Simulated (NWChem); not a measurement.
C5H5F; SMILES C#CCC(=C)F

```xyz
11

C      0.2078     2.5721    -0.4486
C     -0.1704     1.5412     0.0591
C     -0.6326     0.2990     0.6715
C     -0.0450    -0.9323     0.0490
C     -0.7054    -1.9395    -0.5125
F      1.2868    -0.9511     0.1249
H      0.5463     3.4851    -0.9024
H     -0.3661     0.3081     1.7443
H     -1.7302     0.2382     0.6178
H     -0.1657    -2.7976    -0.9163
H     -1.7928    -1.9167    -0.5783
```
Atoms are numbered in this order, from 1.

All runs: NWChem. Pople sets run with spherical d functions. Medium grid unless said otherwise, to which SCAN and Minnesota functionals are sensitive. The geometry was optimised at PBE0/def2-SVP. Total energies of different functionals are on different scales.

| level | energy (Ha) | highest occupied level (eV) | orbital gap (eV) | dipole (D) |
|---|---|---|---|---|
| B3LYP/6-31G* | -293.2714 | -6.96 | 7.39 | 1.28 |
| PBE/6-31G* | -292.9149 | -5.93 | 5.55 | 1.16 |
| MN15/6-31G* | -292.9351 | -7.94 | 9.25 | 1.32 |
| PW91/6-31G* | -293.1546 | -5.97 | 5.55 | 1.17 |
| LC-BLYP (range parameter 0.33 per bohr)/6-31G* | -292.5612 | -9.50 | 12.37 | 1.27 |
| BHandHLYP/6-31G* | -293.1119 | -8.35 | 10.16 | 1.43 |
| CAM-B3LYP/6-31G* | -293.1299 | [?] | [?] | 1.32 |

**Question.** Some entries are withheld; supply them.

**Answer.** 
- CAM-B3LYP/6-31G*, highest occupied level (eV): -8.56
- CAM-B3LYP/6-31G*, orbital gap (eV): 10.45
